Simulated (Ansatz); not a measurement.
ethylene carbonate (C3H4O3), SMILES O1C(OCC1)=O.

Geometry: B3LYP-D3(BJ)/def2-SVP. Other conformers were not sampled.

Two levels are set side by side: PBE/def2-SVPD (Ansatz, a quantum-chemistry and plane-wave program) and CAM-B3LYP/def2-SVPD (Ansatz). Energy differences of separate SCF runs at the same geometry; the states with an electron removed or added have multiplicity 2 and 2. Differences are taken from unrounded values.

| quantity | PBE |
|---|---|
| vertical ionisation energy (eV) | 10.69 |
| vertical singlet–triplet gap (eV) | 6.51 |

**Question.** These are the PBE values. What does CAM-B3LYP give? (Estimate from the structure and the level; the computed values follow.)

**Answer.** 
```
quantity                           CAM-B3LYP  PBE minus CAM-B3LYP
---------------------------------  ---------  -------------------
vertical ionisation energy (eV)        11.40                -0.71
vertical singlet–triplet gap (eV)       6.57                -0.06
```
